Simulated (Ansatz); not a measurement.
Start from `[I][GeH]([I])[I]` and change one atom or group to get `[I][GeH2][I]`.

Ansatz, PBE0-D4/def2-TZVP geometries, multiplicity 1. 

Elements past krypton have def2 core potentials. Scalar relativity is left out up to krypton. Spin–orbit coupling is left out; it splits and shifts lone-pair levels of the heavy atoms by tenths of an eV.

| property | `[I][GeH]([I])[I]` |
| --- | --- |
| HOMO energy (PBE/def2-TZVPP) / eV | -6.56 |
| HOMO–LUMO gap (ωB97M-V/def2-TZVPP) / eV | 8.89 |
| LUMO energy (ωB97M-V/def2-TZVPP) / eV | -0.89 |
| LUMO energy (PBE0/def2-TZVPP) / eV | -2.68 |
| size of the dipole moment (ωB97M-V/def2-TZVPP) / D | 0.68 |
| size of the dipole moment (PBE/def2-TZVPP) / D | 0.58 |

(1) What does the change do to each property? (Best estimate.)

Answers

(1) Computed: 
| property | `[I][GeH2][I]` | shift |
| --- | --- | --- |
| HOMO energy (PBE/def2-TZVPP) / eV | -6.57 | -0.01 |
| HOMO–LUMO gap (ωB97M-V/def2-TZVPP) / eV | 9.66 | 0.77 |
| LUMO energy (ωB97M-V/def2-TZVPP) / eV | -0.08 | 0.81 |
| LUMO energy (PBE0/def2-TZVPP) / eV | -1.90 | 0.78 |
| size of the dipole moment (ωB97M-V/def2-TZVPP) / D | 1.27 | 0.59 |
| size of the dipole moment (PBE/def2-TZVPP) / D | 1.11 | 0.53 |

Dipoles are sizes alone; their direction can turn.
